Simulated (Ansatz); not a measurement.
`C[SiH2]CC=S` + `[SH][GaH2]` → `C[SiH2][S][GaH2]` + `CC=S` at 600 K and 1 bar (ligand exchange at the Si–C bond).

Isolated molecules relaxed with PBE0-D4/def2-TZVP in Ansatz; ΔE leaves out vibrations. CCSD(T)/CBS is the MP2 limit (def2-TZVPP, def2-QZVPP) plus CCSD(T) − MP2 in def2-TZVPP, frozen cores. For Ga outer-core shells are correlated without core-valence functions, which leaves a few kJ/mol of doubt a bond. Scalar relativity is left out up to krypton. One conformer a species, not always the lowest.

```
           species  CCSD(T)/CBS energy (Eh)  H − E (kJ/mol)  S (J/(mol·K))
     `C[SiH2]CC=S`               -805.81804           327.5          467.9
      `[SH][GaH2]`              -2323.53734            95.0          327.9
`C[SiH2][S][GaH2]`              -2653.11950           251.8          475.1
            `CC=S`               -476.26007           176.5          323.6
```

H − E and S are ideal-gas, rigid-rotor, harmonic terms from PBE0-D4/def2-TZVP, for one conformer and one mirror image of each species. 1 Eh = 2625.50 kJ/mol, R = 8.31446 J/(mol·K).

Task: By hand: ΔE, ΔH, ΔS and ΔG.

Result: ΔE = (-2653.11950) + (-476.26007) − (-805.81804) − (-2323.53734) = -0.02419 Eh = -63.5 kJ/mol. Δ(H − E) = 251.8 + 176.5 − 327.5 − 95.0 = 5.8, so ΔH = -57.7 kJ/mol. ΔS = 475.1 + 323.6 − 467.9 − 327.9 = 2.9 J/(mol·K). ΔG = -57.7 − 600 × (2.9)/1000 = -59.4 kJ/mol.

Task: By hand: the equilibrium constant, and the temperature at which ΔG would vanish if ΔH and ΔS stayed fixed.

Result: log₁₀ K = −ΔG/(RT ln 10) = 5.2. ΔH and −TΔS have one sign here, so there is no such temperature. One of them is within its doubt of zero, so this could turn.

The number of gas molecules stays the same, so ΔS is small and ΔH decides. A doubt of 5 kJ/mol in ΔE shifts log₁₀ K by 0.4 here. Other conformers and mirror images would add mixing entropy, several J/(mol·K) or more a flexible species. Modes under 60 cm⁻¹, often nearly free rotors, make the harmonic entropy too high. These are equilibria of isolated gas molecules and say nothing of rates. Largest T1 diagnostic: 0.016 (customary marks: 0.02 for closed shells, 0.045 for open ones).
